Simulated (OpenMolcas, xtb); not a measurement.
# A ladder of methods for SnNH4 (SMILES [NH2][SnH2])

SnNH4 has 6 atoms, charge 0, and is taken as a doublet. SMILES: `[NH2][SnH2]`. The shape comes from GFN2-xTB, which is rough for such elements, and wasn't checked as a minimum. This is one conformer, not always the lowest.

```xyz
6

N    -0.1225   -0.9383    0.0808
Sn    0.7475    0.9383   -0.0274
H    -0.0428   -1.6056   -0.6720
H    -0.1537   -1.4550    0.9474
H    -0.0971    1.3954   -1.5718
H    -0.3313    1.6652    1.2431
```

Each level gives the dipole moment (D). The values are calculated.

```tsv
level	kind	program	value (D)
GFN2-xTB	semi-empirical	xtb	2.88
GFN0-xTB	semi-empirical	xtb	3.61
GFN1-xTB	semi-empirical	xtb	2.56
UHF/STO-3G	Hartree–Fock	OpenMolcas	2.87
UHF/3-21G	Hartree–Fock	OpenMolcas	2.58
UHF/def2-SVP (core potential)	Hartree–Fock	OpenMolcas	2.14
UHF/def2-TZVP (core potential)	Hartree–Fock	OpenMolcas	1.98
UBLYP/def2-TZVP (core potential)	GGA	OpenMolcas	1.84
U-r2SCAN/def2-SVP (core potential)	meta-GGA	OpenMolcas	1.87
UPBE0/def2-SVP (core potential)	global hybrid	OpenMolcas	1.81
```

All-electron rows without a relativistic Hamiltonian named are non-relativistic, while core potentials hold scalar relativity, so basis and relativity change together. The values span 1.81 to 3.61 D. Sets without polarisation functions give poor dipoles. Without the sets that lack polarisation functions the rows with a basis span only 1.81 to 2.14 D.
